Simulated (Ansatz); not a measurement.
Reaction (SMILES): Cl[Se]Cl + H+ → Cl[SeH+]Cl
B3LYP-D3(BJ)/def2-TZVP geometries, fixed; electronic energies without zero-point terms; positive where energy is released.
Largest species:
```xyz
4

Se     0.1974    -0.1636     0.5841
Cl     0.9084     1.4315    -0.6290
Cl    -1.2571    -1.1435    -0.6183
H     -0.7848     0.6656     1.3450
```
Charge +1, spin multiplicity 1.

Energies in hartree at MP2 with Ansatz (a first-principles code); the proton affinity is their sum with the coefficients shown, times 627.509 kcal/mol a hartree; the bare proton counts zero. All functions are spherical. Cores are frozen (with 3d on Ga to Br). The proton sits at the site shown, which need not be the one that binds it best. No added dispersion term, no relativity.

```csv
species,coefficient,part,cc-pV(D+d)Z,cc-pV(T+d)Z,cc-pV(Q+d)Z
Cl[Se]Cl,+1,Hartree-Fock,-3318.81119,-3318.92768,-3318.93901
Cl[Se]Cl,+1,correlation,-0.38601,-0.52666,-0.58085
Cl[SeH+]Cl,-1,Hartree-Fock,-3319.06779,-3319.19308,-3319.20518
Cl[SeH+]Cl,-1,correlation,-0.39391,-0.52917,-0.58122
```

Predict the proton affinity in cc-pV(5+d)Z (X = 5): let each Hartree-Fock step shrink by the ratio of the last two, and fit each correlation energy at X = 3 and 4 to E + A/X^3. Compare with the run.


- Cl[Se]Cl: steps -0.11649 and -0.01133, ratio 0.097, so Hartree-Fock -3318.94011 (run: -3318.94088); A = (-0.52666 - (-0.58085))/(1/27 - 1/64) = 2.5308, correlation -0.58085 - A/64 + A/125 = -0.60015 (run: -0.60399).
- Cl[SeH+]Cl: steps -0.12529 and -0.01210, ratio 0.097, so Hartree-Fock -3319.20635 (run: -3319.20708); A = (-0.52917 - (-0.58122))/(1/27 - 1/64) = 2.4309, correlation -0.58122 - A/64 + A/125 = -0.59976 (run: -0.60342).
Predicted 166.82 kcal/mol; the run in cc-pV(5+d)Z gives 166.69, a miss of 0.14. Keeping the value in cc-pV(Q+d)Z, 167.26, would miss by 0.57. All sums are of the energies as printed.
